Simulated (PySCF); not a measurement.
Spin states and ions at one geometry of [OsO3Cl]+

PySCF 2.14.0, RKS B3LYP, Os def2-SVP with ECP60, O def2-SVP, Cl def2-SVP; non-relativistic Hamiltonian with scalar-relativistic core potentials where named; density fitting; no spin-orbit coupling; singlets restricted, open shells unrestricted. The geometry is relaxed for charge +1, singlet, vacuum:

```xyz
5

Os    0.0868   -0.0868    0.0868
O     1.0596    0.8820    1.0596
O    -0.8820   -1.0596    1.0596
O     1.0596   -1.0596   -0.8820
Cl   -1.1815    1.1815   -1.1815
```

Energies count from the relaxed state; an electron taken off or put on is at rest in vacuum. Charges and spins are Mulliken's.

Order these states by energy, lowest first.
A. charge 0, doublet, vacuum
B. charge +1, singlet, vacuum
C. charge +2, doublet, vacuum
D. charge +1, triplet, vacuum

A (-9.10 eV), B (0.00 eV), D (2.91 eV), C (19.09 eV).

How do charge and spin on the first atom follow?


```csv
state,spin squared,charge on Os1 (e),spin on Os1 (e),dipole about the centre of mass (D)
"charge +1, singlet, vacuum",0.00,1.32,0.00,2.04
"charge +1, triplet, vacuum",2.03,1.22,0.33,1.70
"charge +2, doublet, vacuum",0.84,1.42,-0.23,3.75
"charge 0, doublet, vacuum",0.76,1.11,0.48,1.57
```

With an electron taken off (doublet) the charges change, summed by element, by Os +0.09 e, O +0.53 e, Cl +0.37 e. The vertical ionisation energy is 19.09 eV, against −ε(HOMO) = 16.58 eV of the relaxed state. The level lies 2.5 eV too high, as is usual for semilocal functionals and global hybrids, which keep a self-interaction error.

With an electron put on (doublet) the charges change, summed by element, by Os -0.21 e, O -0.54 e, Cl -0.25 e. The vertical electron affinity is 9.10 eV, against −ε(LUMO) = 11.66 eV of the relaxed state.

Open shells may have lower solutions than those found. Hard to converge, so the more doubtful: charge +1, triplet, vacuum.
